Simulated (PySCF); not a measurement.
Isomers of C5H7O2P, one conformer each; single-point electronic energies without zero-point terms and without any empirical dispersion term.

All values: PBE0/pcSseg-1 (PySCF, non-relativistic), each on one gas-phase PBE0-D3(BJ)/def2-SVP geometry that isn't relaxed in the solvent. The solvent is an IEF-PCM continuum (van der Waals radii × 1.2). Specific hydrogen bonds and non-electrostatic terms are outside this model.

```tsv
isomer	relative energy, gas (kcal/mol)	dipole (D)
`COc1cpc(C)o1`	0.0	2.85
`C#C[P@@](C)(=O)C(C)=O`	16.6	2.32
```

Problem. How do the relative energies look in chloroform (ε = 4.711)?

Solution. 
| isomer | relative energy, solvent (kcal/mol) | E(solvent) − E(gas) (kcal/mol) | dipole in solvent (D) |
| --- | --- | --- | --- |
| `COc1cpc(C)o1` | 0.0 | -3.0 | 3.49 |
| `C#C[P@@](C)(=O)C(C)=O` | 11.5 | -8.1 | 2.80 |

The order is unchanged. Conformers: `[CH3:1][O:2][c:3]1[cH:4][p:5][c:6]([CH3:7])[o:8]1` with C1–O2–C3–C4 178°; `[CH:1]#[C:2][P@@:3]([CH3:4])(=[O:5])[C:6]([CH3:7])=[O:8]` with C2–P3–C6–C7 -95°. `C#C[P@@](C)(=O)C(C)=O` gains most from the continuum, while `COc1cpc(C)o1` has the largest gas-phase dipole. The gains span 5.1 kcal/mol, the gas-phase energies 16.6 kcal/mol.
